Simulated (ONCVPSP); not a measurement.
## Logarithmic derivatives: Si, ONCV

ONCVPSP 4.0.1 input, shortened (lines: element, Z, core and valence counts, functional; n l f; lmax; l rc ep ncon nbas qcut; lloc lpopt rc5 dvloc0; l nproj debl; icmod fcfact rcfact), LDA (Perdew-Wang 92), scalar-relativistic:

```
  Si 14.00    3    2  -001012      upf
    1    0    2.00
    2    0    2.00
    2    1    6.00
    3    0    2.00
    3    1    2.00
    1
    0    1.85    0.00    5    9    4.20
    1    2.05    0.00    3    6    4.80
    4    5    1.80    0.00
    0    2    3.90
    1    2    2.40
    0    0.00    0.00
```

The phase is arctan(r·R′/R) of the radial function R(r), unwrapped; energies in Ha, scanned from -2 to 5 Ha. A pole is an energy at which the radial function vanishes at the test radius. The pseudo phase is shifted by a multiple of π to meet the all-electron one at the reference energy, and phase errors are pseudo minus all-electron; the curves can meet again beyond the range given. Levels narrower than the energy grid can be missing from the lists of poles.

Q: For each channel, where are the poles, and over which energies does the pseudopotential scatter like the atom?

A:

| channel | radius (bohr) | reference energy (Ha) | poles, all-electron | poles, pseudo | unbroken range about the reference energy with phases within 0.05 rad | phase error 1 Ha above the reference energy (rad) |
| --- | --- | --- | --- | --- | --- | --- |
| s | 1.88 | -0.40 | 1.38 | 1.37 | the whole range | -0.001 |
| p | 2.08 | -0.15 | 1.26 | 1.26 | below 3.3 | -0.001 |

Phases in the s channel:

```
E (Ha)  all-electron  pseudo
 -1.98         1.037   1.034
 -1.80         0.971   0.968
 -1.62         0.883   0.879
 -1.44         0.761   0.757
 -1.26         0.587   0.584
 -1.08         0.339   0.336
 -0.90         0.008   0.006
 -0.72        -0.360  -0.361
 -0.54        -0.682  -0.682
 -0.36        -0.920  -0.920
 -0.18        -1.087  -1.087
  0.00        -1.205  -1.206
  0.18        -1.292  -1.293
  0.36        -1.359  -1.360
  0.54        -1.412  -1.413
  0.72        -1.455  -1.456
  0.90        -1.492  -1.493
  1.08        -1.524  -1.525
  1.26        -1.553  -1.554
  1.44        -1.579  -1.581
  1.62        -1.604  -1.606
  1.80        -1.629  -1.630
  1.98        -1.653  -1.655
  2.16        -1.678  -1.680
  2.34        -1.705  -1.706
  2.52        -1.734  -1.735
  2.70        -1.767  -1.768
  2.88        -1.805  -1.806
  3.06        -1.851  -1.851
  3.24        -1.908  -1.909
  3.42        -1.984  -1.984
  3.60        -2.090  -2.090
  3.78        -2.246  -2.247
  3.96        -2.487  -2.494
  4.14        -2.854  -2.874
  4.32        -3.311  -3.349
  4.50        -3.711  -3.756
  4.68        -3.982  -4.025
  4.86        -4.155  -4.196
```
